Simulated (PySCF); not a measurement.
Geometry (Å), atoms numbered from 1 in this order:
```xyz
17

C    -0.253   -0.384    1.490
C    -0.038   -0.122    0.009
C    -1.299   -0.437   -0.796
C     1.167   -0.861   -0.544
S     0.191    1.665   -0.248
O     0.536    1.916   -1.609
O    -0.873    2.380    0.378
Cl    1.884    2.067    0.859
H    -0.484   -1.444    1.619
H    -1.086    0.202    1.879
H     0.641   -0.157    2.072
H    -1.504   -1.505   -0.693
H    -1.164   -0.213   -1.854
H    -2.161    0.117   -0.422
H     0.987   -1.933   -0.439
H     2.077   -0.613    0.004
H     1.319   -0.638   -1.600
```

PySCF 2.14.0 with density-fitted response routines calculation with B97-2/pcSseg-2 with gauge-including orbitals and structure optimised with PBE0-D3(BJ)/def2-TZVP; relativity neglected, one conformer, equivalent nuclei averaged, no solvent.

Question: Predict the 2D correlation tables (HSQC, COSY, HMBC).

Answer: 

HSQC (one-bond C–H):
| δH | δC |
| --- | --- |
| 1.49 (H9/H10/H11/H12/H13/H14/H15/H16/H17) | 26.3 (C1/C3/C4) |

HMBC (two and three bonds, from the bond graph):
| δH | δC |
| --- | --- |
| 1.49 (H9/H10/H11/H12/H13/H14/H15/H16/H17) | 77.5 (C2), 26.3 (C1/C3/C4) |

No COSY cross peaks are expected.

Referencing at the same level of theory: TMS for ¹H (31.64 ppm), ¹³C (185.38 ppm).

Shifts are as computed. Against solution values, carbons near 30 ppm lie about +3 ppm off and those near 130 ppm about +7 ppm. Of 1309 compounds with measured shifts, 239 miss one by over three times the rms of a fit or turn the order of signals round; such compounds aren't used in these exercises.
